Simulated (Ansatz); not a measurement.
C2H6FGeN can be A, `[CH3][GeH2][C](=N)F`, or B, `N/C(F)=[CH]/[GeH3]`.

Computed with Ansatz on PBE0-D4/def2-TZVP structures; ΔE is electronic, products minus reactants. CBS: MP2 limit from def2 TZ/QZ plus the TZ coupled-cluster correction, frozen cores. DFT in def2-TZVPP. For Ge outer-core shells are correlated without core-valence functions, which leaves a few kJ/mol of doubt a bond. Scalar relativity is left out up to krypton. Each species was taken in one conformer, which may not be the lowest.

(1) Which is lower in electronic energy at CCSD(T)/CBS, and by how much? (An estimate is asked.)

(2) Give E(B) − E(A) in kJ/mol with PBE0-D4, HF/def2-TZVPP, r2SCAN-D4, PBE-D4, CCSD(T)/def2-SVP, LDA (SPW92), B2PLYP. (An estimate is asked.)

(3) Does the order hold for the free energy at 298.15 K (harmonic terms from PBE0-D4)? (An estimate is asked.)

Largest T1 diagnostic: 0.013.

Answers

(1) The calculation gave: A, by 34.6 kJ/mol.

(2) Computed: PBE0-D4 24.6, HF/def2-TZVPP 24.4, r2SCAN-D4 27.6, PBE-D4 30.9, CCSD(T)/def2-SVP 23.5, LDA (SPW92) 10.4, B2PLYP 33.4. None reverses the order clearly.

(3) Computed: Yes: G(B) − G(A) = +32.1 kJ/mol, for one conformer each. Modes under 60 cm⁻¹, often nearly free rotors, make the harmonic entropy too high.

At CCSD(T), def2-SVP lies −11.1 kJ/mol from the extrapolated value and def2-TZVPP +2.7 kJ/mol. From r2SCAN to r2SCAN0 (25 % exact exchange), in def2-TZVPP and without D4, E(B) − E(A) moves by −4.9 kJ/mol.
